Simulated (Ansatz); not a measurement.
The same path of ClGaH₂O (5 atoms, charge 0, multiplicity 1) was run twice with different band settings. Lost on the way: Ga1–H2, Ga1–Cl3. Made: H2–Cl3.

Level of theory: Ansatz 0.2.0, RKS revPBE-D4/def2-SVP.

Relaxed end points:

```xyz
5
Properties=species:S:1:pos:R:3
Ga 0.274 -0.119 0.362
H 0.044 -0.124 1.912
Cl 2.248 0.138 -0.490
O -0.984 -0.313 -0.917
H -1.875 -0.429 -0.534
```

```xyz
5
Properties=species:S:1:pos:R:3
Ga -1.212 -0.347 0.940
H 1.931 0.140 1.525
Cl 2.084 0.141 0.235
O -1.829 -0.431 -0.787
H -1.267 -0.350 -1.579
```

Common settings: movable images 9; climbing image yes; spring 5.0 eV/Å²; optimiser quadratic models (default); start path through a guess of the saddle point; iteration limit 60; end points relaxed.

| run | force threshold |
| --- | --- |
| 1 | 0.03 eV/Å |
| 2 | 0.5 eV/Å |

(1) What does each run give, and how far can it be trusted?

Answers

(1) Run 1: converged after 24 iterations, highest image 1.911 eV above the first end. Beside the main top the profile has a ripple of under 15 meV (maxima at images 3, 8), which may be a very shallow well or noise. A vibrational analysis at the climbing image gives one clearly imaginary mode, 853i cm⁻¹: a first-order saddle point.
Run 2: converged after 11 iterations, highest image 1.903 eV above the first end. The threshold of 0.5 eV/Å is loose, so the images may lie well off the minimum-energy path. The profile has 2 maxima (images 3, 7) with wells between them (image 6): this band takes more than one step, which may be the mechanism or a detour left from its start path. The order of the stationary point at the top wasn't checked.
The orbitals stay closed-shell, which can raise the energy where a bond breaks towards radicals; this wasn't checked here.
